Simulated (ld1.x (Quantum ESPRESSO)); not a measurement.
# Co, TM: configuration errors across variants

ld1.x (Quantum ESPRESSO) 7.5 input, shortened:

```
&input
   title='Co', zed=27., rel=1, dft='PBE', iswitch=3,
   config='[Ar] 3d7 4s0 4p0'
 /
 &inputp
   pseudotype=2, tm=.true., lloc=2,
   nlcc=.true., rcore=0.60
 /
3
4S  1  0   0.00   0.00  1.65  1.65  0.0
4P  2  1   0.00   0.00  1.95  1.95  0.0
3D  3  2   7.00   0.00  1.05  1.05  0.0
 &test
   configts(1)='3d7 4s0 4p0'
 /
```

All-electron excitation energies from the reference (eV): (1) 3d7 4s2 4p0 -25.816; (2) 3d7 4s1 4p0 -16.786; (3) 3d6 4s0 4p0 35.870; (4) 3d7 4s1 4p1 -21.465; (5) 3d7 4s0 4p1 -11.417; (6) 3d7 4s1.5 4p0 -22.213; (7) 3d6 4s2 4p1 -16.156.

A true bound ghost makes a file unfit for plane-wave use even where its test errors are small: the radial tests pick states by their node count and pass the ghost by.

Errors AE − PS in meV (a dash: test not solved or not reliable):

| change | (1) | (2) | (3) | (4) | (5) | (6) | (7) | bound ghosts |
| --- | --- | --- | --- | --- | --- | --- | --- | --- |
| base | -18 | -7.8 | -270 | -11 | -3.8 | -13 | -410 | s, p |
| all radii but the core radius scaled by about 0.86 (s 1.42, p 1.68, d 0.90 bohr) | +8.2 | +1.0 | -264 | +3.2 | -1.3 | +4.0 | -229 | s, p |
| all radii but the core radius scaled by about 0.93 (s 1.54, p 1.82, d 0.98 bohr) | -4.5 | -3.3 | -266 | -4.1 | -2.8 | -4.5 | -326 | s, p |
| all radii but the core radius scaled by about 1.10 (s 1.80, p 2.14, d 1.16 bohr) | -26 | -10 | -277 | -15 | -4.1 | -19 | -464 | s, p |
| all radii but the core radius scaled by about 1.20 (s 1.98, p 2.36, d 1.26 bohr) | -30 | -11 | -282 | -16 | -4.1 | -21 | -491 | s, p |
| all radii but the core radius scaled by about 1.30 (s 2.14, p 2.54, d 1.36 bohr) | -28 | -11 | -287 | -16 | -4.0 | -20 | -478 | s, p |
| all radii but the core radius scaled by about 1.37 (s 2.26, p 2.68, d 1.44 bohr) | -26 | -10 | -290 | -15 | -4.1 | -18 | -455 | s, p |

Give the same row for: all radii but the core radius scaled by about 0.78 (s 1.30, p 1.52, d 0.82 bohr).

+11, +1.5, -260, +6.7, +0.8, +5.4, -143; bound ghosts: s, p.
